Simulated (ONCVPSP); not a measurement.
**Pseudopotential generation for osmium: ONCV, revPBE, scalar-relativistic.**

Input for ONCVPSP 4.0.1:

```
# ATOM AND REFERENCE CONFIGURATION
# atsym  z   nc   nv     iexc    psfile
  Os 76.00   10    4  -102130      upf
#
#   n    l    f
    1    0    2.00
    2    0    2.00
    2    1    6.00
    3    0    2.00
    3    1    6.00
    3    2   10.00
    4    0    2.00
    4    1    6.00
    4    2   10.00
    4    3   14.00
    5    0    2.00
    5    1    6.00
    5    2    6.00
    6    0    2.00
#
# PSEUDOPOTENTIAL AND OPTIMIZATION
# lmax
    3
#
#   l,   rc,      ep,       ncon, nbas, qcut
    0    1.80    0.00    4    8    5.40
    1    1.85    0.00    3    8    7.60
    2    2.55    0.00    4    9    4.90
    3    2.80    0.08    4    7    3.40
#
# LOCAL POTENTIAL
# lloc, lpopt,  rc(5),   dvloc0
    4    5    1.45    6.00
#
# VANDERBILT-KLEINMAN-BYLANDER PROJECTORs
# l, nproj, debl
    0    2    0.40
    1    2    3.70
    2    2    2.10
    3    1    4.00
#
# MODEL CORE CHARGE
# icmod, fcfact, rcfact
    3    5.50    1.15
#
# LOG DERIVATIVE ANALYSIS
# epsh1, epsh2, depsh
   -5.00    5.00    0.04
#
# OUTPUT GRID
# rlmax, drl
    6.00    0.01
#
# TEST CONFIGURATIONS
# ncnf
    4
# nvcnf
#   n    l    f
    4
    5    0    2.00
    5    1    6.00
    5    2    6.00
    6    0    1.00
#
    4
    5    0    2.00
    5    1    6.00
    5    2    6.00
    6    0    0.00
#
    4
    5    0    2.00
    5    1    6.00
    5    2    5.00
    6    0    0.00
#
    4
    5    0    2.00
    5    1    6.00
    5    2    6.50
    6    0    1.50
#
```

Command:

```bash
oncvpsp.x < Os.dat > Os.out
```

The program printed (shortened: citation, most of the input echo, consistency checks and plot data are left out):

```
ONCVPSP  (Optimized Norm-Conservinng Vanderbilt PSeudopotential)
scalar-relativistic version 4.0.1

#   n    l    f        energy (Ha)
    1    0    2.00    -2.7151380E+03
    2    0    2.00    -4.7286242E+02
    2    1    6.00    -4.1166874E+02
    3    0    2.00    -1.1004253E+02
    3    1    6.00    -9.2078496E+01
    3    2   10.00    -7.2035724E+01
    4    0    2.00    -2.3223786E+01
    4    1    6.00    -1.7333448E+01
    4    2   10.00    -1.0026109E+01
    4    3   14.00    -1.9077423E+00
    5    0    2.00    -3.3620207E+00
    5    1    6.00    -1.8663217E+00
    5    2    6.00    -2.2795197E-01
    6    0    2.00    -2.2329699E-01

Reference configufation results
  iterations    27
  all-electron total energy (Ha)   -1.72542178D+04

Begin loop to  construct optimized pseudo wave functions
and semi-local pseudopoentials for all angular momenta

Calculating optimized projector #   1

 for l=   0

    Fraction of norm inside rc  0.978998
    Optimizing pswf for qcut=   5.39 a_B^-1,  ecut=  14.54 Ha
    Residual kinetic energy error=  1.35D-04 Ha

    Energy error per electron        Cutoff
         Ha          eV             Ha
         0.01000     0.27211        5.42
         0.00100     0.02721        9.89
         0.00010     0.00272       18.43
         0.00001     0.00027       54.18

Calculating optimized projector #   2

 for l=   0

    Fraction of norm inside rc  0.102154
    Optimizing pswf for qcut=   5.39 a_B^-1,  ecut=  14.54 Ha
    Residual kinetic energy error=  3.30D-04 Ha

    Energy error per electron        Cutoff
         Ha          eV             Ha
         0.01000     0.27211        4.89
         0.00100     0.02721       11.88
         0.00010     0.00272       26.24
         0.00001     0.00027       68.08

   Wellstate for l =  1  n =  7
     eigenvalue =   1.8337
     asymptotic potential =   2.3337
     half-point radius =  3.4472

Calculating optimized projector #   1

 for l=   1

    Fraction of norm inside rc  0.939227
    Optimizing pswf for qcut=   7.60 a_B^-1,  ecut=  28.90 Ha
    Residual kinetic energy error=  1.14D-07 Ha

    Energy error per electron        Cutoff
         Ha          eV             Ha
         0.01000     0.27211       10.36
         0.00100     0.02721       12.89
         0.00010     0.00272       15.06
         0.00001     0.00027       20.22

Calculating optimized projector #   2

 for l=   1

    Fraction of norm inside rc  0.142984
    Optimizing pswf for qcut=   7.60 a_B^-1,  ecut=  28.90 Ha
    Residual kinetic energy error=  1.30D-06 Ha

    Energy error per electron        Cutoff
         Ha          eV             Ha
         0.01000     0.27211        9.56
         0.00100     0.02721       12.46
         0.00010     0.00272       21.44
         0.00001     0.00027       25.67

   Wellstate for l =  2  n =  7
     eigenvalue =   1.8720
     asymptotic potential =   2.3720
     half-point radius =  4.1704

Calculating optimized projector #   1

 for l=   2

    Fraction of norm inside rc  0.843625
    Optimizing pswf for qcut=   4.90 a_B^-1,  ecut=  12.01 Ha
    Residual kinetic energy error=  1.64D-04 Ha

    Energy error per electron        Cutoff
         Ha          eV             Ha
         0.01000     0.27211        8.66
         0.00100     0.02721       10.63
         0.00010     0.00272       14.61
         0.00001     0.00027       45.29

Calculating optimized projector #   2

 for l=   2

    Fraction of norm inside rc  0.276783
    Optimizing pswf for qcut=   4.90 a_B^-1,  ecut=  12.01 Ha
    Residual kinetic energy error=  2.08D-03 Ha

    Energy error per electron        Cutoff
         Ha          eV             Ha
         0.01000     0.27211       10.34
         0.00100     0.02721       14.11
         0.00010     0.00272       50.28
         0.00001     0.00027       60.39

   Wellstate for l =  3  n =  5
     eigenvalue =   0.0800
     asymptotic potential =   0.5800
     half-point radius = 30.1480

Calculating optimized projector #   1

 for l=   3

    Fraction of norm inside rc  0.000252
    Optimizing pswf for qcut=   3.40 a_B^-1,  ecut=   5.80 Ha
    Residual kinetic energy error=  7.14D-07 Ha

    Energy error per electron        Cutoff
         Ha          eV             Ha
         0.01000     0.27211        0.14
         0.00100     0.02721        0.33
         0.00010     0.00272        0.92
         0.00001     0.00027        2.85

Construct Vanderbilt / Kleinmman-Bylander projectors

B matrix Hermiticity error, ll=   0
   1   2    4.7669E-04

  Orthonormal projector coefficients  2.6836E+00 -1.3336E+00

B matrix Hermiticity error, ll=   1
   1   2   -5.7332E-04

  Orthonormal projector coefficients -1.6021E+00  1.1020E+00

B matrix Hermiticity error, ll=   2
   1   2   -1.9963E-04

  Orthonormal projector coefficients -1.1749E+00 -5.9808E-01

Model core correction analysis
  based on d2Exc/dn_idn_j

d2excae - all-electron derivatives

   -2.999910D-02   -2.590308D-02   -1.187971D-02   -1.500643D-03
   -2.590313D-02   -2.568742D-02   -1.544538D-02   -2.240099D-03
   -1.187977D-02   -1.544542D-02   -1.810752D-02   -1.133909D-02
   -1.500582D-03   -2.239843D-03   -1.133750D-02   -2.478781D-02

d2excps - pseudofunction derivatives with no core correction

   -5.537287D-02   -3.598372D-02   -1.112914D-02   -3.779672D-03
   -3.598418D-02   -3.276614D-02   -1.553190D-02   -2.924790D-03
   -1.112930D-02   -1.553194D-02   -1.979624D-02   -1.154034D-02
   -3.781388D-03   -2.924582D-03   -1.153883D-02   -2.494565D-02

rms 2nd derivative error    7.552384E-03

rmatch, rhocmatch    0.8949   11.7454

Teter function model core charge with specified parameters

d2excps - pseudofunction derivatives with core correction

   -3.309048D-02   -2.688896D-02   -1.018115D-02   -1.899342D-03
   -2.688887D-02   -2.784868D-02   -1.514717D-02   -2.235802D-03
   -1.018114D-02   -1.514718D-02   -2.002507D-02   -1.146456D-02
   -1.899291D-03   -2.235539D-03   -1.146306D-02   -2.478210D-02

rms 2nd derivative error    1.278332E-03

Pseudoatom total energy  -91.653377

Diagnostic tests using Vanderbilt-Kleinman-Bylander pseudopotentials
  1 or more projectors used as specified by nproj input data

   l    rcore       rmatch      e in        delta e   norm test  slope test

   0   1.8018974   1.8566069  -3.3620207   0.0000035   1.0003004   1.0002789
   0   1.8018974   1.8566069  -0.2232970   0.0000025   1.0000292   1.0000225

   1   1.8566069   1.9129775  -1.8663217   0.0000048   1.0001968   1.0001980
   1   1.8566069   1.9129775   1.8336784   0.0000808   1.0001858   1.0001858

   2   2.5645485   2.6424138  -0.2279520  -0.0000012   1.0000822   1.0000859
   2   2.5645485   2.6424138   1.8720480   0.0000176   1.0001103   1.0001103

   3   2.8053085   2.8904838   0.0800000   0.0000026   1.0000008   1.0000008

 Testing for bound ghosts
   n   l    E NL Schr. Eq   E Basis Diag.   E Cutoff

   1   0       -3.362017       -3.362015     81.75
   2   0       -0.223294       -0.197072     81.75

   2   1       -1.866317       -1.866318     88.37

   3   2       -0.227953       -0.227818     67.51

 Testing for highly-localized positive-energy ghosts
       l    <radius>/rc     E Basis Diag.   E Cutoff

       3        0.346038       12.201529     26.84  WARNING - GHOST(+)

       3        0.522756       45.843848     26.84  WARNING - GHOST(+)

Test configuration 0

   n   l     f        eae           eps        diff
   1   0  2.0000-2715.13795999
   2   0  2.0000 -472.86241929
   2   1  6.0000 -411.66874448
   3   0  2.0000 -110.04253373
   3   1  6.0000  -92.07849615
   3   2 10.0000  -72.03572412
   4   0  2.0000  -23.22378565
   4   1  6.0000  -17.33344847
   4   2 10.0000  -10.02610923
   4   3 14.0000   -1.90774226
   5   0  2.0000   -3.36202074   -3.36201728    3.46D-06
   5   1  6.0000   -1.86632165   -1.86631688    4.77D-06
   5   2  6.0000   -0.22795197   -0.22795314   -1.17D-06
   6   0  2.0000   -0.22329699   -0.22329447    2.51D-06

    Total energies and differences
      AE_ref= -1.72542178D+04  AE_tst= -1.72542178D+04  dif=  0.00D+00
      PS_ref= -9.16533768D+01  PS_tst= -9.16533768D+01  dif=  8.53D-14
      PSP excitation error= -8.53D-14

Test configuration 1

   n   l     f        eae           eps        diff
   1   0  2.0000-2715.43416384
   2   0  2.0000 -473.15635115
   2   1  6.0000 -411.96273273
   3   0  2.0000 -110.33684075
   3   1  6.0000  -92.37280752
   3   2 10.0000  -72.32986257
   4   0  2.0000  -23.51831029
   4   1  6.0000  -17.62793126
   4   2 10.0000  -10.32046563
   4   3 14.0000   -2.20209426
   5   0  2.0000   -3.65713002   -3.66119204   -4.06D-03
   5   1  6.0000   -2.16267879   -2.16434880   -1.67D-03
   5   2  6.0000   -0.51711983   -0.51761431   -4.94D-04
   6   0  1.0000   -0.47889794   -0.47895255   -5.46D-05

    Total energies and differences
      AE_ref= -1.72542178D+04  AE_tst= -1.72538691D+04  dif=  3.49D-01
      PS_ref= -9.16533768D+01  PS_tst= -9.13045475D+01  dif=  3.49D-01
      PSP excitation error= -1.24D-04

Test configuration 2

   n   l     f        eae           eps        diff
   1   0  2.0000-2715.77110195
   2   0  2.0000 -473.49024729
   2   1  6.0000 -412.29671396
   3   0  2.0000 -110.67091479
   3   1  6.0000  -92.70688795
   3   2 10.0000  -72.66375964
   4   0  2.0000  -23.85253361
   4   1  6.0000  -17.96209244
   4   2 10.0000  -10.65444847
   4   3 14.0000   -2.53594240
   5   0  2.0000   -3.99104366   -4.00127483   -1.02D-02
   5   1  6.0000   -2.49699794   -2.50155099   -4.55D-03
   5   2  6.0000   -0.83913195   -0.84056817   -1.44D-03

    Total energies and differences
      AE_ref= -1.72542178D+04  AE_tst= -1.72532524D+04  dif=  9.65D-01
      PS_ref= -9.16533768D+01  PS_tst= -9.06873583D+01  dif=  9.66D-01
      PSP excitation error= -6.90D-04

Test configuration 3

   n   l     f        eae           eps        diff
   1   0  2.0000-2716.27871586
   2   0  2.0000 -473.99972364
   2   1  6.0000 -412.80620851
   3   0  2.0000 -111.17784166
   3   1  6.0000  -93.21381557
   3   2 10.0000  -73.17116165
   4   0  2.0000  -24.35834909
   4   1  6.0000  -18.46790419
   4   2 10.0000  -11.16029910
   4   3 14.0000   -3.04086472
   5   0  2.0000   -4.48845719   -4.49469047   -6.23D-03
   5   1  6.0000   -2.98434079   -2.98662327   -2.28D-03
   5   2  5.0000   -1.28239433   -1.28012404    2.27D-03

    Total energies and differences
      AE_ref= -1.72542178D+04  AE_tst= -1.72521956D+04  dif=  2.02D+00
      PS_ref= -9.16533768D+01  PS_tst= -8.96304392D+01  dif=  2.02D+00
      PSP excitation error= -7.83D-04

Test configuration 4

   n   l     f        eae           eps        diff
   1   0  2.0000-2715.09250295
   2   0  2.0000 -472.81488646
   2   1  6.0000 -411.62126502
   3   0  2.0000 -109.99554800
   3   1  6.0000  -92.03151447
   3   2 10.0000  -71.98855175
   4   0  2.0000  -23.17701527
   4   1  6.0000  -17.28663422
   4   2 10.0000   -9.97917437
   4   3 14.0000   -1.86090679
   5   0  2.0000   -3.31672829   -3.32014759   -3.42D-03
   5   1  6.0000   -1.82412313   -1.82540677   -1.28D-03
   5   2  6.5000   -0.19818474   -0.19878568   -6.01D-04
   6   0  1.5000   -0.20940187   -0.20911953    2.82D-04

    Total energies and differences
      AE_ref= -1.72542178D+04  AE_tst= -1.72542162D+04  dif=  1.62D-03
      PS_ref= -9.16533768D+01  PS_tst= -9.16519161D+01  dif=  1.46D-03
      PSP excitation error=  1.58D-04
```

The run took about 5 s on one core of a shared server CPU.
